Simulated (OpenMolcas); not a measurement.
An OpenMolcas run meant for Ni I (ANO-RCC-VQZP, DKH3; inactive shells 1s 2s 2p 3s 3p; intended active space 10 electrons in 6 orbitals (3d 4s)). One step of its input:

```
&CASPT2
Multistate=15 1 2 3 4 5 6 7 8 9 10 11 12 13 14 15
Frozen=22 23
IPEA=0.25
Imaginary=0.1
MaxIter=60
WThr=0.0 0.3 0.05
PrWF=0.5
NoMix
```

Lines from the output:

```
|       MOLCAS_SOURCE = <dir>
  |    MOLCAS_STRUCTURE = 0
  |
   --------------------------------------------------------------------------------------
++ ---------   Input file   ---------
>>> COPY JOB001 $Project.JobIph
&CASPT2
Multistate=15 1 2 3 4 5 6 7 8 9 10 11 12 13 14 15
Frozen=22 23
IPEA=0.25
Imaginary=0.1
MaxIter=60
WThr=0.0 0.3 0.05
PrWF=0.5
NoMix
-- ----------------------------------
>>> COPY JOB001 a.JobIph
*** symbolic link created: INPORB -> a.RasOrb
--- Start Module: caspt2 at  ---
()()()()()()()()()()()()()()()()()()()()()()()()()()()()()()()()()()()()()()()()()()()()()()()()()()
                                              &CASPT2
                                   only a single process is used
                       available to each process: 2.3 GB of memory, 1 thread
()()()()()()()()()()()()()()()()()()()()()()()()()()()()()()()()()()()()()()()()()()()()()()()()()()
 ###    WARNING: User changed nr of frozen orbitals.                         ###
 ###    ERROR: Too many frozen orbitals!                                     ###
--- Stop Module: caspt2 at  /rc=_RC_INPUT_ERROR_ ---
.####################.
.# User input error #.
.####################.
```

Task: What is wrong with the input?

Result: More orbitals are frozen than there are inactive ones.
